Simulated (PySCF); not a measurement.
# SMILES C#C[C@H]1SBS[C@@H]1F, C4H4BFS2

Geometry (Å), atoms numbered from 1 in this order:
```xyz
12

C     0.553    2.484    0.448
C     0.004    1.525   -0.012
C    -0.577    0.320   -0.552
S     0.668   -0.490   -1.677
B     1.329   -1.588   -0.462
S     0.483   -1.638    1.104
C    -0.966   -0.645    0.561
F    -1.942   -1.498    0.122
H     1.003    3.346    0.841
H    -1.452    0.547   -1.168
H     2.267   -2.242   -0.666
H    -1.369   -0.122    1.435
```

The calculation used TDDFT PBE0/def2-SVPD circular dichroism and optical rotation, one conformer, gas phase (PySCF 2.14.0). Geometry: GFN2-xTB.

Singlets 7 and 8 lie within 0.01 eV of each other, so their separate moments and overlaps can depend on how they mix.

Q: Draw the ECD and absorption spectra from the lowest 16 states, each a Gaussian of half-width 0.3 eV at 1/e height.

A: 
```tsv
E (eV)	λ (nm)	Δε (L mol⁻¹ cm⁻¹)	ε (L mol⁻¹ cm⁻¹)
4.71	263	+2.43	183
4.86	255	+10.00	773
5.01	247	+24.76	2040
5.16	240	+36.59	3530
5.31	233	+31.40	4260
5.46	227	+14.40	3840
5.61	221	+2.74	2620
5.76	215	+0.49	1430
5.91	210	-1.77	1000
6.06	205	-14.82	1400
6.21	200	-36.43	2120
6.36	195	-43.70	2570
6.51	190	-21.63	2580
6.66	186	+12.48	2580
6.81	182	+40.17	3000
6.96	178	+60.45	3460
7.11	174	+71.48	3210
```
Δε uses R in velocity form, ε uses f in length form. Only the states computed contribute, so the short-wavelength end is incomplete.

The sign of the CD band at 182 nm isn't settled: the length form gives the opposite one.
